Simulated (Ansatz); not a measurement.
Calculated with Ansatz (gas phase, PBE0-D4/def2-TZVP geometries, no zero-point term in ΔE). CBS: MP2 limit from def2 TZ/QZ plus the TZ coupled-cluster correction, frozen cores. DFT in def2-TZVPP. B3LYP here is the variant with VWN-RPA as its local correlation; programs differ in this. For Ga, Se outer-core shells are correlated without core-valence functions, which leaves a few kJ/mol of doubt a bond. Scalar relativity is left out up to krypton. Each species was taken in one conformer, which may not be the lowest.

Consider the adduct formation: gallium trichloride + H₂Se → `[Cl][Ga-]([Cl])([Cl])[SeH2+]`.

`[Cl][Ga]([Cl])[Cl]`:

Z-matrix (Å, degrees):
```
Ga
Cl 1 2.112
Cl 1 2.112 2 120.0
Cl 1 2.112 2 120.0 3 180.0
```

H₂Se:

```xyz
3

Se    0.190    0.563   -0.339
H    -0.877   -0.428   -0.513
H     0.686   -0.135    0.852
```

`[Cl][Ga-]([Cl])([Cl])[SeH2+]`:

```xyz
7

Cl   -0.684    0.680    2.458
Ga   -0.641    0.764    0.313
Cl   -2.487    0.481   -0.746
Cl    0.800    2.086   -0.580
Se    0.455   -1.585   -0.159
H     1.793   -1.158    0.273
H     0.762   -1.269   -1.561
```

```csv
level,ΔE (kJ/mol),difference from CCSD(T)/CBS
PBE-D4,-69.6,-2.7
revPBE-D4,-68.3,-1.4
r2SCAN-D4,-69.8,-2.9
B97M-V,-62.0,4.9
B3LYP-D4,-65.5,1.4
r2SCANh-D4,-70.2,-3.3
r2SCAN0-D4,-70.6,-3.7
PBE,-56.1,10.8
revPBE,-41.3,25.6
RPA@PBE/def2-TZVPP,-60.5,6.4
SCS-MP2/def2-TZVPP,-63.8,3.1
CCSD/def2-TZVPP,-61.5,5.4
HF/def2-QZVPP,-33.8,33.1
SCS-MP2/def2-QZVPP,-63.6,3.3
HF/CBS(def2),-33.6,33.3
CCSD/CBS(def2),-63.1,3.8
CCSD(T)/CBS,-66.9,0
```

Largest T1 diagnostic among the species: 0.011.

In def2-TZVPP, CCSD(T) changes the Hartree–Fock value by −30.0 kJ/mol (the triples alone add −3.8 kJ/mol) and MP2 by −36.2 kJ/mol. At CCSD(T), def2-SVP lies +11.1 kJ/mol from the extrapolated value and def2-TZVPP +1.6 kJ/mol.

CCSD(T)/CBS has its own doubt, a few kJ/mol and more with outer-core shells, so smaller differences from it don't rank the levels.
